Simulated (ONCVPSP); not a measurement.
**Se (Z = 34): one change to an ONCV potential, before and after**

```json
{"Element": "selenium", "Generator": "ONCVPSP 4.0.1", "Type": "optimised norm-conserving Vanderbilt (ONCV)", "Functional": "PBEsol", "Relativity": "fully relativistic", "Frozen core": "[Ar] 3d10", "Valence charge": "6", "Reference configuration": "4s2 4p3.5 (charge +0.5)", "Partial waves": "4s: rc 1.50 bohr, ncon 3, nbas 7, qcut 5 1/bohr, 2 projectors, debl 1.2 Ha; 4p: rc 2.00 bohr, ncon 4, nbas 8, qcut 3.7 1/bohr, 2 projectors, debl 2.7 Ha; d scattering state at 0.45 Ha: rc 1.70 bohr, ncon 4, nbas 9, qcut 5 1/bohr, 2 projectors, debl 3 Ha", "Local potential": "polynomial inside 1.10 bohr (lpopt 1, dvloc0 0 Ha)", "Core correction": "Teter function, fcfact 5, rcfact 1.3"}
```

Open shells are filled in proportion to 2j + 1.

Change: all radii but the core radius scaled by about 1.13 (s 1.70, p 2.26, d 1.92 bohr); local potential polynomial inside 1.24 bohr (lpopt 1, dvloc0 0 Ha).

Cutoffs: the cutoffs (Ha) at which the residual kinetic energy of the hardest occupied pseudo-wave falls to 1 and 0.1 mHa per electron; they do not see the model core or the augmentation charge, which bear on the density cutoff. Errors are all-electron minus pseudo energies relative to the spin-unpolarised reference configuration.

Q: Predict the effect on cutoff, ghosts and configuration errors.

A: The potential gets softer (11 Ha and 41 Ha → 10 Ha and 14 Ha); of the 4 tests that both files solve, the error grows in 3 and shrinks in 0 by more than 15 % and 0.3 meV (median size 7.4 → 9.3 meV); neither file shows a bound ghost. A larger radius leaves more room for a smooth pseudo-wave, so fewer plane waves are needed. More of the atom is replaced by a form fitted at one configuration, so other configurations suffer.

| quantity | base | changed |
| --- | --- | --- |
| cutoff, loose | 11 Ha | 10 Ha |
| cutoff, tight | 41 Ha | 14 Ha |
| loose cutoff by channel | s 11 Ha, p 5.0 Ha | s 10 Ha, p 4.2 Ha |
| bound ghosts | none | none |
| GHOST(+) flags under 300 eV | s at 80.6 eV | s at 117.6 eV |
| error for 4s2 4p4, meV [ΔE -4.31 eV] | -0.4 | -0.6 |
| error for 4s2 4p3, meV [ΔE 6.54 eV] | -1.0 | -1.4 |
| error for 4s2 4p2, meV [ΔE 26.91 eV] | -17 | -24 |
| error for 4s0 4p6, meV [ΔE 17.65 eV] | +14 | +17 |
| rms error of d²Exc/dni dnj with the model core, mHa | 5.24 | 5.14 |

Base: The cutoffs count occupied waves only; projector 2 of the d channel, the hardest unoccupied one, needs 135 Ha at the loose tolerance. Changed file: The cutoffs count occupied waves only; projector 2 of the d channel, the hardest unoccupied one, needs 91 Ha at the loose tolerance.
